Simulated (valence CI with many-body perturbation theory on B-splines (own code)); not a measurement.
# Assign the levels of V17+

Calculated by relativistic CI+MBPT: four valence electrons over a frozen Dirac-Fock core [He], radial functions for each j: 11 s, 11 p, 10 d, 8 f, 5 g, 2 h, with the one-electron correlation potential Σ1, the two-electron term Σ2, the three-electron term Σ3, Breit, model QED; selected CI, second order for the rest, scaled by the run's own slope (own B-spline code, finite nucleus).

No measured spectrum was set against this ion. As an estimate, levels of excited configurations hold to 0.05 to 0.15 % of their energy, terms of the ground configuration to about 0.5 %. Among the levels kept, up to 850 cm⁻¹ of a level comes from second order outside the variational space, and about a tenth of that is noise between levels of different J, which matters for small intervals.

```
No.  J  Parity  E (cm⁻¹)      g
  2  1    even     37857  1.498
  3  2    even     68176  1.432
  4  2    even    161090  1.063
  6  2     odd    366680  1.991
  7  2     odd    623900  1.202
  8  1     odd    625180  0.577
  9  3     odd    635030  1.331
 11  1     odd    735620  1.434
 12  2     odd    743610  1.451
 13  1     odd    897820  1.883
 14  2     odd    908960  1.014
 15  1     odd   1015200  1.096
 16  2    even   1359000  1.466
 17  1    even   1411000  1.499
```

Energies count from the lowest level. Strongly mixed levels and levels close to another of their J and parity, and those with J = 0 are left out, so the numbers can have gaps.

Question: Give configuration and LS term of each level.

Answer: 2: 2s2 2p2 3P; 3: 2s2 2p2 3P; 4: 2s2 2p2 1D; 6: 2s 2p3 5S°; 7: 2s 2p3 3D°; 8: 2s 2p3 3D°; 9: 2s 2p3 3D°; 11: 2s 2p3 3P°; 12: 2s 2p3 3P°; 13: 2s 2p3 3S°; 14: 2s 2p3 1D°; 15: 2s 2p3 1P°; 16: 2p4 3P; 17: 2p4 3P.
